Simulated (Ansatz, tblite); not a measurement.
Removing and adding an electron: dimethylphenylsulfonium 2,4-difluorobenzenesulfonate, `C[S+](C)c1ccccc1.O=S(=O)([O-])c1ccc(F)cc1F`. Total charge 0; singlet. Geometry: PBE-D4/def2-SVP. Ansatz, gas phase; energy differences of separate SCF runs; the oxidised species was run as a doublet alone; the reduced species was run as a doublet alone.

```xyz
35

C     1.976    0.911   -1.734
S     1.273    0.041   -0.303
C     2.525    0.360    0.970
C     1.623   -1.678   -0.774
C     0.463   -2.396   -1.114
C     0.581   -3.735   -1.515
C     1.844   -4.345   -1.564
C     2.997   -3.618   -1.217
C     2.893   -2.276   -0.823
H     1.195    0.835   -2.513
H     2.058    1.965   -1.415
H     2.939    0.453   -2.030
H     2.304    1.396    1.288
H     2.332   -0.347    1.797
H     3.558    0.259    0.589
H    -0.515   -1.891   -1.062
H    -0.320   -4.304   -1.787
H     1.935   -5.397   -1.874
H     3.985   -4.100   -1.255
H     3.799   -1.712   -0.558
O    -0.988    1.140   -1.507
S    -0.898    2.334   -0.591
O    -1.220    3.646   -1.201
O     0.412    2.337    0.200
C    -2.172    2.058    0.673
C    -3.144    3.047    0.882
C    -4.150    2.887    1.845
C    -4.167    1.711    2.603
F    -5.123    1.535    3.534
C    -3.215    0.700    2.421
C    -2.226    0.891    1.452
F    -1.315   -0.090    1.285
H    -3.081    3.950    0.257
H    -4.916    3.656    2.017
H    -3.243   -0.219    3.022
```

The xTB rows come from tblite. Single mean-field runs in def2-TZVP are fitted with def2-universal-jkfit. HOMO above LUMO, or a gap near zero within one spin, warns that the state may not be the lowest or that an electron is smeared out. In the singlet geometry the species has come apart into loosely held pieces. In the doublet geometry the species has come apart into loosely held pieces.

| level | −HOMO (eV) | vertical IE (eV) | −LUMO (eV) | vertical EA (eV) | HOMO–LUMO gap (eV) | IE − EA (eV) | remarks |
| --- | --- | --- | --- | --- | --- | --- | --- |
| GFN1-xTB | 11.80 | 14.12 | 8.75 | 6.40 | 3.05 | 7.72 | – |
| GFN2-xTB | 10.29 | 12.85 | 7.60 | 5.39 | 2.69 | 7.45 | – |
| PBE-D4/def2-TZVP | 5.37 | – | 2.64 | 0.52 | 2.73 | – | HOMO above zero (-1 doublet), gap within one spin near zero (-1 doublet) |
| PBE0-D4/def2-TZVP | 6.83 | 8.40 | 1.78 | 0.34 | 5.05 | 8.05 | HOMO above zero (-1 doublet) |
| CAM-B3LYP-D4/def2-TZVP | 8.13 | 8.70 | 0.70 | 0.28 | 7.42 | 8.41 | HOMO above zero (-1 doublet) |

Relaxing the reduced species (PBE-D4/def2-SVP) changes its energy by -0.66 eV at PBE-D4/def2-TZVP, so the adiabatic electron affinity to this nearest minimum is 1.18 eV. At PBE0-D4/def2-TZVP it is 1.07 eV. The highest occupied level of the relaxed charge -1 doublet lies above zero (up to 0.74 eV). By energy differences its removal costs 1.18 eV (each at its own geometry, to the charge 0 singlet, at PBE-D4/def2-TZVP); self-interaction error and the lack of diffuse functions both raise the level.  Run but left out: PBE-D4/def2-TZVP (charge +1 doublet: an occupied level 0.00 eV above an empty one).   A HOMO above zero means that the electron is unbound at that level or that self-interaction error raises the level; the energy of removing that electron tells which. Raw xTB energy differences between charge states are shifted by several eV; the methods need an empirical correction for them. Sets without diffuse functions give affinities that are too small.
